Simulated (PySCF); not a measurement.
**From PBE to CCSD(T): MB along the alkali metals**

PBE and CCSD(T) in PySCF with def2-SVPD on every atom (core potentials on Rb), for the lowest determinant that a PBE0 search found; no spin–orbit coupling.

```tsv
molecule	state (unpaired electrons)	PBE Re (Å)	PBE ωe (cm⁻¹)	PBE De (eV)	CCSD(T) Re (Å)	CCSD(T) ωe (cm⁻¹)	CCSD(T) De (eV)
LiB	triplet (σ ↑, π ↑)	2.145	540	1.53	2.151	542	1.13
NaB	triplet (σ ↑, π ↑)	2.503	319	1.11	?	?	?
KB	triplet (σ ↑, π ↑)	2.892	261	1.09	2.918	268	0.67
RbB	triplet (σ ↑, π ↑)	3.055	229	1.06	3.064	239	0.60
```

Question: Estimate the CCSD(T) values of NaB by adding the mean shift from PBE to CCSD(T) of the other rows, and compare with the calculation.

Answer: The mean shifts are +1.4 pm, +6 cm⁻¹ and -0.43 eV, which give 2.517 Å, 325 cm⁻¹ and 0.68 eV. CCSD(T)/def2-SVPD gives Re = 2.524 Å, ωe = 326 cm⁻¹, De = 0.72 eV.

Question: What are the mean differences of PBE from CCSD(T) over the whole series?

Answer: Re -1.5 pm, ωe -6 cm⁻¹, De +0.42 eV.

In a basis of this size CCSD(T) is itself not converged; it tends to give bonds that are too long and too weak.

Correlated steps freeze the inner cores (1 to 6 orbitals); shallow outer-core shells are correlated. Correlated levels converge slowly with the basis: in double zeta they bind strong bonds too weakly, by up to about 1 eV, and carry superposition errors of some tenths. Spin–orbit coupling is left out. States were picked by a PBE0 search and need not be the measured ground states.
